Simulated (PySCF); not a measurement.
# Electronic structure of Xe⁺ (xenon, charge +1) at the UHF level

Configuration: [Kr] 4d10 5s2 5p5, 2P determinant. All numbers are calculated (PySCF 2.14, scalar relativity by spin-free X2C-1e, in x2c-TZVPall (8s6p4d2f, 60 functions)).

* Total energy: -7443.041000 hartree
* One-electron energy: -10176.6102 hartree
* Hartree (Coulomb) energy: 2919.2576 hartree
* Exchange energy: -185.6884 hartree
* ⟨S²⟩: 0.7581
* ⟨L²⟩: 2.033
* Sum of ⟨r⟩: 35.66 bohr
* Sum of ⟨r²⟩: 51.77 bohr²
* Traceless quadrupole moment −½Σ⟨3z² − r²⟩ along its main axis: 2.17 e·bohr²
* Langevin diamagnetic susceptibility: -41.0 ×10⁻⁶ cm³/mol
* Time after the integrals: 0.43 s of wall time on 1 thread of Neoverse-N1 (shared host)

| shell | electrons | mean orbital energy (eV) | spread (eV) | rms radius, mean of both spins (bohr) |
| --- | --- | --- | --- | --- |
| 1s α | 1 | -34735.8 | 0 | 0.0305 |
| 1s β | 1 | -34735.7 | 0 | 0.0305 |
| 2s α | 1 | -5516.2 | 0 | 0.124 |
| 2s β | 1 | -5516.1 | 0 | 0.124 |
| 2p α | 3 | -4947.7 | 0.119 | 0.111 |
| 2p β | 3 | -4947.6 | 0.047 | 0.111 |
| 3s α | 1 | -1180.0 | 0 | 0.326 |
| 3s β | 1 | -1179.9 | 0 | 0.326 |
| 3p α | 3 | -991.57 | 0.311 | 0.326 |
| 3p β | 3 | -991.45 | 0.004 | 0.326 |
| 3d α | 5 | -710.43 | 0.266 | 0.304 |
| 3d β | 5 | -710.38 | 0.169 | 0.304 |
| 4s α | 1 | -239.56 | 0 | 0.762 |
| 4s β | 1 | -239.31 | 0 | 0.762 |
| 4p α | 3 | -177.15 | 0.702 | 0.815 |
| 4p β | 3 | -176.87 | 0.004 | 0.815 |
| 4d α | 5 | -82.779 | 0.759 | 0.944 |
| 4d β | 5 | -82.586 | 0.406 | 0.944 |
| 5s α | 1 | -37.775 | 0 | 1.98 |
| 5s β | 1 | -35.062 | 0 | 1.98 |
| 5p α | 3 | -22.039 | 1.756 | 2.37 |
| 5p β | 2 | -20.903 | 0 | 2.37 |

Densities and radii are taken from the X2C orbitals without a picture-change correction, which distorts them close to the nucleus.
